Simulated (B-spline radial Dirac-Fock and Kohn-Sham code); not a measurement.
**Ce⁺: eigenvalues, ΔSCF and the reference**

System: Ce⁺, configuration 1s2 2s2 2p6 3s2 3p6 3d10 4s2 4p6 4d10 4f1 5s2 5p6 5d2.

The density-functional columns are spherical, spin-unpolarised Dirac-Kohn-Sham results without Breit or QED terms: −ε is minus the orbital energy of the initial state and ΔSCF the difference of two total energies. The reference in the last column comes from ΔSCF Dirac-Fock with Breit, self-energy and vacuum polarisation, finite nucleus, configuration average. All numbers are from a B-spline atomic structure program, in eV; a selection of levels is shown. The Kohn-Sham columns are given as differences from the reference. For the 1s level of heavy atoms much of the gap between ΔSCF and the reference is the Breit and QED part, -156.0 eV here; for other levels the error of the functional can be larger.

```tsv
level	PBE −ε − DF	PBE ΔSCF − DF	LDA −ε − DF	LDA ΔSCF − DF	Dirac-Fock
K	-219.3	+186.0	-260.5	+143.6	40454.5
L1	-125.7	-52.7	-131.0	-57.7	6568.5
L2	-95.1	-3.2	-97.2	-5.2	6178.5
L3	-100.6	-16.2	-102.1	-17.6	5737.4
M1	-64.1	-40.1	-65.6	-41.5	1454.4
M2	-51.5	-26.4	-52.1	-26.9	1289.6
M3	-50.9	-27.1	-51.3	-27.3	1201.3
M4	-32.2	-4.9	-32.0	-4.6	916.3
M5	-32.7	-5.8	-32.4	-5.5	897.9
N1	-29.0	-18.4	-29.6	-19.0	313.4
N2	-22.5	-12.2	-22.8	-12.4	250.4
N3	-22.4	-12.4	-22.8	-12.7	231.4
N4	-9.8	-0.4	-9.8	-0.3	126.0
N5	-9.9	-0.6	-9.8	-0.5	122.7
N6,7	-4.7	+2.6	-4.4	+3.0	13.92
O1	-8.3	-2.7	-8.1	-2.5	52.73
O2	-4.6	+0.6	-4.4	+0.8	33.68
O3	-4.5	+0.5	-4.4	+0.7	30.93
O4,5	-2.7	+1.0	-2.5	+1.2	9.88
```

Values without a named source are computed, but for edge energies of neutral atoms, which are taken from tables.
